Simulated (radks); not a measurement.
Question: Coherent X-ray form factor from a spherical all-electron density. Calculated with a radial shooting solver on a logarithmic mesh with Libxc functionals: scalar-relativistic Kohn-Sham, PBEsol, spin-polarised, spherical densities, point nucleus.

sin(theta)/lambda (1/angstrom)  f0 (electrons)
0.05                                    38.220
0.1                                     36.267
0.15                                    33.853
0.2                                     31.433
0.25                                    29.169
0.3                                     27.101
0.4                                     23.605
0.5                                     20.880
0.6                                     18.672
0.8                                     14.979
1                                       11.881
1.25                                     9.019
1.5                                      7.248
2                                        5.552

The species is in the configuration that NIST lists as its ground one. Which atom or ion scatters so?

Answer: The zirconium ion Zr+, [Kr] 4d2 5s1. Extrapolating in s^2 from the first two rows gives f0(0) = 38.9, near the electron count 39; among species with that count, the fall with angle is slower the higher Z, and the table is that of Z = 40; from so few rows the species is fixed only to a neighbour or two.
